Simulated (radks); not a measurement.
Radial electron density D(r) = 4 pi r^2 rho(r) of an atom or ion with 41 electrons. Calculated with a radial shooting solver on a logarithmic mesh with Libxc functionals: scalar-relativistic Kohn-Sham, exchange-only LDA, spin-polarised, spherical densities, point nucleus.

```
   r/bohr * D(r) (the largest magnitude, 124, reaches the edge; | marks zero)
0.0007295 | *
0.0008225 | *
0.0009274 | *
 0.001054 |  *
 0.001188 |  *
  0.00134 |   *
 0.001511 |    *
 0.001717 |     *
 0.001936 |      *
 0.002183 |       *
 0.002461 |         *
 0.002775 |          *
 0.003154 |             *
 0.003556 |               *
 0.004009 |                 *
 0.004521 |                    *
 0.005138 |                       *
 0.005793 |                          *
 0.006531 |                             *
 0.007364 |                                *
 0.008303 |                                  *
 0.009437 |                                     *
  0.01064 |                                       *
    0.012 |                                        *
  0.01353 |                                        *
  0.01537 |                                        *
  0.01733 |                                       *
  0.01954 |                                      *
  0.02204 |                                     *
  0.02484 |                                    *
  0.02824 |                                    *
  0.03184 |                                     *
   0.0359 |                                        *
  0.04047 |                                            *
    0.046 |                                                *
  0.05186 |                                                    *
  0.05848 |                                                      *
  0.06593 |                                                      *
  0.07434 |                                                   *
  0.08449 |                                               *
  0.09526 |                                           *
   0.1074 |                                         *
   0.1211 |                                         *
   0.1376 |                                            *
   0.1552 |                                               *
    0.175 |                                                *
   0.1973 |                                             *
   0.2224 |                                      *
   0.2528 |                            *
    0.285 |                     *
   0.3214 |                 *
   0.3624 |                *
   0.4118 |                 *
   0.4643 |                 *
   0.5236 |              *
   0.5903 |          *
   0.6656 |     *
   0.7564 |  *
   0.8529 |*
   0.9616 *
    1.084 *
    1.232 *
    1.389 *
    1.567 *
```

What is the nuclear charge?

Answer. Z = 69. The innermost maximum, from 1s, lies near gamma/Z bohr with gamma = sqrt(1 - (Z/c)^2) = 0.864, here 0.0125 bohr (found: 0.0137), and its height grows with Z. The density is that of the thulium ion Tm28+ in [Kr] 4d5; the configuration itself is not fixed sharply by these data, and Z only to a few units. D(r) has 4 maxima, at r = 0.0137, 0.0614, 0.169, 0.425 bohr, and minima at 0.0263, 0.112, 0.351 bohr, inside which lie 1.92, 11.06, 29.28 electrons.
